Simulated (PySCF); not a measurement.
## LiHg: from constants to spectrum

r²SCAN constants of LiHg, ²Σ⁺ (doublet), unpaired electrons σ ↑ (PySCF, scalar-relativistic core potentials, basis sets Li cc-pVDZ, Hg cc-pVDZ-PP with ECP60; masses 7.0160 and 201.9706 u):

| Quantity | Value |
| --- | --- |
| ωe | 163.3 cm⁻¹ |
| ωexe | 3.66 cm⁻¹ |
| Be | 0.28487 cm⁻¹ |
| αe | 0.00821 cm⁻¹ |
| D (centrifugal) | 3.47e-06 cm⁻¹ |
| De to Li + Hg | 0.231 eV |

Problem. Give the vibrational terms G(v) and spacings up to v = 5.

Solution. G(v) = ωe(v+½) − ωexe(v+½)².

```csv
v,G(v) (cm⁻¹),G(v) − G(v−1),Bv (cm⁻¹)
0,80.7,,0.2808
1,236.7,156.0,0.2726
2,385.4,148.7,0.2643
3,526.7,141.3,0.2561
4,660.7,134.0,0.2479
5,787.4,126.7,0.2397
```

Problem. How well does the Morse estimate ωe²/(4ωexe) reproduce De, and what is D0?

Solution. It gives 0.226 eV, 98 % of the computed De. D0 = De − G(0) = 0.231 − 0.010 = 0.221 eV.

The bond is weak. Basis-set superposition, not corrected here, can be much of De in a small basis, most of all at correlated wavefunction levels. Functionals without a dispersion term scatter widely for such bonds, and LDA overbinds them. Spin–orbit coupling is left out. The state is the lowest determinant that a PBE0 search found; another state may lie lower at other levels.
